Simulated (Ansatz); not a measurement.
# What each rung costs, and what it gives

Saddle point of AlH5O3, singlet (AlH₃O₃ ([OH][Al]([OH])[OH]) + H₂ → AlH₃O₂ ([OH][AlH][OH]) + H₂O (still joined by a long Al–O bond); bonds formed: Al1–H6, O2–H5; bonds broken: H5–H6; bonds weakened to dative contacts: Al1–O2), PBE0-D4/def2-TZVP structure:

Al1  (0.001, -0.078, 0.235)
O2  (0.761, 0.876, -1.138)
O3  (1.003, -0.480, 1.537)
O4  (-1.179, -1.083, -0.461)
H5  (0.034, 1.572, -0.444)
H6  (-0.548, 1.575, 0.461)
H7  (0.421, 0.728, -2.027)
H8  (1.194, -1.366, 1.833)
H9  (-1.686, -1.743, 0.005)
(Å)

Barriers are electronic and count from the start structure reached by relaxing down the imaginary mode.

Program: Ansatz 0.2.0. Basis: as named in each row. Cores are frozen in the correlated methods. B3LYP uses VWN-RPA correlation. Extrapolation: Hartree–Fock as exp(−7.88 √X), correlation as X^−2.97.

Times are rough, for one single point on 4 threads of a shared host (Arm Neoverse V1).

The estimate by CCSD(T) at an estimated basis limit (MP2 extrapolated from triple and quadruple zeta, plus CCSD(T) − MP2 in triple zeta) is 25.91 kcal/mol.

| method | basis | time (s) | barrier (kcal/mol) | method less estimate |
| --- | --- | --- | --- | --- |
| HF | STO-3G | under 1 | 34.03 | 8.12 |
| PBE-D4 | STO-3G | under 1 | 9.71 | -16.20 |
| SPW92 | def2-SVP | under 1 | 7.06 | -18.85 |
| B3LYP-D4 | 6-31G | under 1 | 22.89 | -3.02 |
| PBE-D4 | def2-SVP | under 1 | 13.91 | -12.00 |
| PBE0-D4 | def2-SVP | under 1 | 16.54 | -9.37 |
| SPW92 | def2-TZVPP | under 1 | 12.77 | -13.14 |
| PBE-D4 | def2-TZVPP | 1 | 19.51 | -6.40 |
| BLYP-D4 | def2-TZVPP | 1 | 23.41 | -2.50 |
| BHLYP-D4 | def2-TZVPP | 2 | 26.75 | 0.84 |
| CCSD(T) | def2-SVP | 2 | 21.47 | -4.44 |
| PBE0-D4 | def2-TZVPP | 2 | 21.46 | -4.45 |
| B3LYP-D4 | def2-TZVPP | 2 | 24.41 | -1.50 |
| CAM-B3LYP-D4 | def2-TZVPP | 2 | 23.99 | -1.92 |
| r2SCAN-D4 | def2-TZVPP | 2 | 21.24 | -4.67 |
| wB97M-V | def2-SVP | 3 | 18.25 | -7.66 |
| r2SCAN0-D4 | def2-TZVPP | 3 | 22.79 | -3.12 |
| PBE-QIDH | def2-TZVPP | 3 | 23.75 | -2.16 |
| B2PLYP | def2-TZVPP | 3 | 25.16 | -0.75 |
| RPA on PBE | def2-TZVPP | 4 | 25.18 | -0.73 |
| B97M-V | def2-TZVPP | 6 | 21.55 | -4.35 |
| wB97X-V | def2-TZVPP | 6 | 24.38 | -1.53 |
| wB97M-V | def2-TZVPP | 6 | 24.64 | -1.27 |
| MP2 | def2-QZVPP | 12 | 25.94 | 0.04 |
| CCSD(T) | def2-TZVPP | 54 | 25.62 | -0.29 |

All methods are single points on the PBE0-D4 structures.

No T1 diagnostic of these runs exceeds 0.013.

Labels in which every atom is bracketed show which atoms are joined, not bond orders.
